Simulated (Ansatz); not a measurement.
The first iterations of a band of C2H8FNOSi (14 atoms, charge 0, multiplicity 1).

Computed with RKS B3LYP-D4/def2-SVP (Ansatz).

```json
{
 "movable images": "7",
 "climbing image": "yes",
 "spring": "5.0 eV/Å²",
 "optimiser": "quadratic models (default)",
 "start path": "IDPP",
 "force threshold": "0.05 eV/Å",
 "iteration limit": "60",
 "end points": "relaxed"
}
```

Image 0:

```xyz
14
Properties=species:S:1:pos:R:3
N 0.877 -2.246 0.189
C 0.253 -1.054 0.784
Si -0.336 0.237 -0.456
O 0.972 0.434 -1.484
C -0.806 1.856 0.427
F 0.229 2.219 1.290
H 0.199 -2.752 -0.382
H 1.613 -1.952 -0.456
H -0.579 -1.364 1.442
H 0.977 -0.561 1.456
H -1.539 -0.208 -1.235
H 0.854 0.947 -2.291
H -0.994 2.692 -0.274
H -1.732 1.722 1.019
```

Image 8:

```xyz
14
Properties=species:S:1:pos:R:3
N 0.819 -2.255 0.184
C 0.190 -1.058 0.771
Si -0.392 0.196 -0.519
O 0.854 0.481 -1.606
C -0.869 1.852 0.289
F 0.304 2.344 0.888
H 0.133 -2.781 -0.358
H 1.532 -1.968 -0.489
H -0.645 -1.369 1.424
H 0.912 -0.564 1.448
H -1.519 -0.350 -1.326
H 1.539 1.089 -1.301
H -1.223 2.598 -0.445
H -1.648 1.756 1.067
```

| iteration | highest image above the first end (eV) | largest band force component (eV/Å) |
| --- | --- | --- |
| 1 | 0.078 | 0.753 |
| 2 | 0.048 | 0.434 |

Q: Does the band converge within its limit, and where does its top end?

A: The run converged. It ended after 7 iterations with the highest image 0.025 eV above the first end. A vibrational analysis at the climbing image gives one clearly imaginary mode, 207i cm⁻¹: a first-order saddle point.

Time of the run: 2.9 min on 2 threads of Intel(R) Xeon(R) Platinum 8488C (Sapphire Rapids), on a shared host, peak memory 0.34 GiB.
